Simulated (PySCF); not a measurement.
SMILES Cl[Si](Cl)(Cl)[SiH2][SiH2]CC (GFN2-xTB optimised geometry):

```
17

C     -2.663     1.299     0.899
C     -2.547    -0.044     0.185
Si    -1.619    -1.349     1.220
Si     0.520    -0.572     1.721
Si     1.515     0.648     0.000
Cl     0.957    -0.088    -1.823
Cl     3.547     0.648     0.000
Cl     0.956     2.608     0.000
H     -3.208     2.016     0.288
H     -3.194     1.187     1.842
H     -1.679     1.716     1.108
H     -2.033     0.103    -0.767
H     -3.547    -0.404    -0.060
H     -1.602    -2.608     0.460
H     -2.402    -1.616     2.436
H      1.443    -1.669     2.050
H      0.558     0.288     2.915
```

Calculation: B3LYP/def2-SVP in PySCF.

### Question
What are the frontier orbital energies and the dipole moment?

### Answer
HOMO-2 -8.64 eV, HOMO-1 -8.27 eV, HOMO -8.09 eV, LUMO -0.95 eV, LUMO+1 -0.62 eV; dipole moment 1.66 D.

On the same geometry PBE/def2-SVP run with PySCF 2.14.0 gives HOMO-2 -7.55 eV, HOMO-1 -7.24 eV, HOMO -7.17 eV, LUMO -1.64 eV, LUMO+1 -1.33 eV; dipole moment 1.57 D.

Meta-Löwdin charges at B3LYP/def2-SVP: C1 -0.28, C2 -0.38, Si3 0.42, Si4 0.12, Si5 0.72, Cl6 -0.26, Cl7 -0.24, Cl8 -0.25, H9 0.10, H10 0.09, H11 0.09, H12 0.10, H13 0.10, H14 -0.09, H15 -0.09, H16 -0.07, H17 -0.07.
